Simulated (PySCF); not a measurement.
**C5H9O3: g tensor and hyperfine couplings**

Compound: C₅H₉O₃ (doublet state).
Z-matrix (Å and degrees, GFN2-xTB geometry), rows numbered from 1:
```
O 
C   1  1.3597
O   2  1.3859  1  121.19
C   3  1.4032  2  118.58  1     7.00
C   4  1.5327  3  113.48  2    75.06
C   5  1.5335  4  115.71  3   173.04
C   6  1.5302  5   85.02  4   117.40
O   7  1.4302  6   91.56  5    -0.59
H   1  0.9758  2  109.69  3   -47.78
H   2  1.0795  1  113.58  3  -137.14
H   4  1.0996  3  110.93  2   -48.36
H   4  1.0942  3  105.30  2  -166.56
H   5  1.0952  4  109.31  3    40.37
H   6  1.0869  5  114.36  4     2.26
H   6  1.0857  5  115.33  4  -126.73
H   7  1.0923  6  115.64  5   113.80
H   7  1.0927  6  116.02  5  -115.67
```

The hyperfine couplings belong to this conformer and change with its torsions.

Identity: `O[CH]OC[C@H]1CCO1` [radical].

Method used: UKS B3LYP, pcH-1 on C H O, non-relativistic, mean-field spin-orbit, GIAO (PySCF 2.14.0). Geometry: GFN2-xTB, one conformer, isolated molecule. The geometry wasn't refined by DFT: couplings that depend on bond lengths, twists or pyramidal angles can differ widely from those at the functional's own minimum. No stability test was run, so a lower SCF solution isn't excluded.

* g1, g2, g3: 2.00210, 2.00327, 2.00444
* g_iso: 2.00327
* Form of g: rhombic: the two nearest values differ by 50 % of g3 − g1
* ⟨S²⟩: 0.7527 (exact 0.7500)
* α and β electrons: 32, 31

Isotropic coupling and dipolar principal values T1 to T3, in G; ρ(0) is the spin density at the nucleus (MHz turned into gauss with g_iso; 10 G = 1 mT):

```
atom  isotope  a_iso     T1     T2    T3  Mulliken spin population  ρ(0) (bohr⁻³)
  O1      17O   -4.5  -19.6    9.4  10.2                      0.09         0.0210
  C2      13C  101.0  -26.3  -25.7  52.0                      0.83         0.2518
  O3      17O  -17.8  -18.1    8.5   9.6                      0.08         0.0825
  C4      13C   -0.7   -0.7   -0.4   1.2                      0.01        -0.0019
  C5      13C    2.9   -0.5   -0.2   0.7                      0.00         0.0073
  C6      13C   -0.1   -0.1   -0.1   0.1                      0.00        -0.0003
  C7      13C    0.0   -0.1   -0.1   0.2                      0.00         0.0000
  O8      17O    0.3   -0.2    0.0   0.2                      0.00        -0.0012
  H9       1H    5.3   -4.4   -3.4   7.8                      0.00         0.0033
 H10       1H    4.0  -11.1   -1.7  12.7                     -0.01         0.0025
 H11       1H    3.3   -1.3   -0.8   2.1                      0.00         0.0020
 H12       1H    0.2   -1.0   -0.9   1.9                      0.00         0.0001
 H13       1H   -0.1   -0.8   -0.8   1.6                      0.00        -0.0001
 H14       1H    0.1   -0.3   -0.2   0.5                      0.00         0.0000
 H15       1H    0.0   -0.2   -0.2   0.4                      0.00         0.0000
 H16       1H    0.0   -0.2   -0.2   0.4                      0.00         0.0000
 H17       1H    0.0   -0.2   -0.2   0.5                      0.00         0.0000
```

Largest spin populations (Mulliken): C2 (+0.83), O1 (+0.09) and O3 (+0.08). C2 is the only atom above +0.15. The angles at C2 add up to 346.3°, so it is slightly pyramidal.

Under fast tumbling the dipolar parts average out, and these isotropic splittings remain: 1 × 1H (H9, I = 1/2, 2 lines) with 0.53 mT, 1 × 1H (H10, I = 1/2, 2 lines) with 0.40 mT and 1 × 1H (H11, I = 1/2, 2 lines) with 0.33 mT.

The 13C coupling of C2 (283.1 MHz) shows only in satellite lines or after enrichment, since that isotope makes up about 1.07 % of natural carbon.

The 17O coupling of O3 (-50.0 MHz) shows only in satellite lines or after enrichment, since that isotope makes up about 0.038 % of natural oxygen.

The spin density at the nucleus, in bohr⁻³, is negative for C4 (-0.0019) and O8 (-0.0012), for instance. A restricted open-shell determinant has no negative spin density anywhere; here it arises because α and β orbitals differ (spin polarisation).

Hardware: one thread, INTEL XEON PLATINUM 8581C at 2.10 GHz (x86_64), no GPU, shared host with 80 logical CPUs at a one-minute load of 8.3. Cost: 58 s of wall time (grids of density and orbitals included), 0.97 GiB resident at most.
